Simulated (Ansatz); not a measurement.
The same path of CH5FGe + H2S (11 atoms, charge 0, multiplicity 1) was run twice with different band settings. Lost on the way: Ge1–F2, H6–S7. Made: Ge1–S7, F2–H6.

The calculation used RKS PBE-D4/def2-SVP in Ansatz.

Relaxed end points:

```xyz
11
Properties=species:S:1:pos:R:3
Ge 0.255 -0.549 -1.094
F 1.416 0.778 -0.813
H 0.970 -1.468 -2.121
H -0.998 0.126 -1.713
C -0.072 -1.403 0.626
H 0.541 2.006 0.556
S -0.472 2.411 1.380
H -0.513 -0.660 1.318
H 0.878 -1.785 1.047
H -0.774 -2.251 0.496
H -1.230 2.796 0.317
```

```xyz
11
Properties=species:S:1:pos:R:3
Ge -0.639 -0.118 -0.747
F 2.185 0.856 0.540
H 0.369 0.011 -1.916
H -2.066 -0.387 -1.302
C -0.090 -1.393 0.626
H 1.378 1.369 0.602
S -0.682 1.897 0.342
H -0.839 -1.433 1.439
H 0.884 -1.039 1.015
H 0.023 -2.403 0.188
H -0.524 2.642 -0.788
```

Common settings: movable images 7; climbing image yes; spring 5.0 eV/Å²; optimiser quadratic models (default); force threshold 0.05 eV/Å; iteration limit 60; end points relaxed.

| run | start path |
| --- | --- |
| 1 | through a guess of the saddle point |
| 2 | straight line |

(1) What does each run give, and how far can it be trusted?

Results:

(1) Run 1: converged after 18 iterations, highest image 1.011 eV above the first end. A vibrational analysis at the climbing image gives one clearly imaginary mode, 416i cm⁻¹: a first-order saddle point.
Run 2: converged after 17 iterations, highest image 1.011 eV above the first end. Another band between the same ends (7 images) ends at a top of the same energy, where a vibrational analysis finds 1 clearly imaginary mode.
The orbitals stay closed-shell, which can raise the energy where a bond breaks towards radicals; this wasn't checked here.
